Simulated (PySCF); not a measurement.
**Choosing a basis for TDDFT**

Species: C2H7BN2O.
Cartesian coordinates in Å at the PBE0-D3(BJ)/def2-SVP level; atoms count from 1:
```xyz
13
C2H7BN2O angstrom
C     -1.566   -0.982   -0.849
B     -0.199   -0.244   -0.566
N     -0.082    1.135   -0.408
N      1.012   -1.068   -0.465
C      2.282   -0.636   -0.230
O      2.617    0.516   -0.059
H     -1.522   -1.545   -1.796
H     -2.420   -0.291   -0.913
H     -1.791   -1.716   -0.057
H     -0.870    1.763   -0.465
H      0.825    1.553   -0.226
H      0.926   -2.071   -0.584
H      3.031   -1.466   -0.206
```

TDDFT with PBE0 (PySCF), vertical singlets, core orbitals frozen in the response, spherical d and f functions. Geometry: PBE0-D3(BJ)/def2-SVP, one conformer, isolated molecule.

```csv
basis,functions,diffuse,S1 (eV),S2 (eV),S3 (eV),S4 (eV),S5 (eV),LUMO (eV),α (au)
6-31G*,98,no,5.45,6.70,7.82,8.23,8.37,0.39,47.2
def2-SVP,119,no,5.40,6.71,7.67,7.73,8.14,0.22,48.7
6-31+G*,122,yes,5.40,6.46,6.49,6.76,6.92,-0.09,55.2
def2-SVPD,179,yes,5.32,6.52,6.76,6.96,7.52,-0.20,59.3
aug-cc-pVDZ,201,yes,5.30,6.36,6.37,6.61,6.82,-0.28,60.8
def2-TZVP,228,no,5.35,6.59,7.11,7.34,7.76,-0.05,56.3
def2-TZVPD,288,yes,5.31,6.45,6.51,6.73,7.18,-0.18,60.5
```

Q: How much do these states and the polarisability depend on the basis?

A: States are compared by their number. Against the largest diffuse basis here (def2-TZVPD, itself not a converged limit), sets without diffuse functions differ by up to 0.14 eV in S1 and 1.19 eV in S5; the smaller diffuse sets differ by up to 0.09 and 0.36 eV. S1 is led by HOMO-1→LUMO (96%) in 6-31G* and by HOMO→LUMO (97%) in def2-TZVPD. State by state, the largest deviation of a set without diffuse functions is S1 0.14, S2 0.27, S3 1.30, S4 1.50, S5 1.19 eV. The same number needn't mean the same state in each row. Against def2-TZVPD the polarisability deviates by -22% in 6-31G*, -19% in def2-SVP, -9% in 6-31+G*, -2% in def2-SVPD, 0% in aug-cc-pVDZ, -7% in def2-TZVP. A single + in a Pople set puts diffuse functions on heavy atoms only.
